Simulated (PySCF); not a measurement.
Spinor energies of Cl(5+) (chlorine, charge +5)

Start: [Ne] 3s2. Calculated with PySCF 2.14 in an even-tempered Gaussian basis (20 s from 0.2 bohr⁻², ratio 2.4; 13 p from 0.26 bohr⁻², ratio 2.4; 5 d from 1.2 bohr⁻², ratio 2.6; 5 f from 1.8 bohr⁻², ratio 2.6): generalised Hartree-Fock with the X2C-1e Hamiltonian and a Gaussian nucleus; one run each with spin-orbit coupling (SO) switched off, then screened by Boettger's factors.

| spinor shell | electrons | ε, spin-free (eV) | ε, screened SO (eV) | weight of nominal j (screened SO) | rms radius, screened SO (bohr) |
| --- | --- | --- | --- | --- | --- |
| 1s1/2 | 2 | -2952.6 | -2952.6 | 1.000 | 0.105 |
| 2s1/2 | 2 | -374.68 | -374.68 | 1.000 | 0.475 |
| 2p1/2 | 2 | -303.71 | -304.92 | 1.000 | 0.447 |
| 2p3/2 | 4 | -303.71 | -303.11 | 1.000 | 0.449 |
| 3s1/2 | 2 | -95.158 | -95.158 | 1.000 | 1.41 |

```json
{"quantity": "E (hartree)", "spin-free": "-453.82312", "screened SO": "-453.82420"}
{"quantity": "M_J", "spin-free": "0", "screened SO": "0"}
{"quantity": "⟨J²⟩", "spin-free": "0.000", "screened SO": "0.000"}
{"quantity": "⟨L²⟩", "spin-free": "0.000", "screened SO": "0.000"}
{"quantity": "⟨S²⟩", "spin-free": "0.000", "screened SO": "0.000"}
```

Without spin-orbit coupling the j labels of p, d and f shells carry no meaning; the spin-free column gives the mean over the occupied spinors of each nl shell.
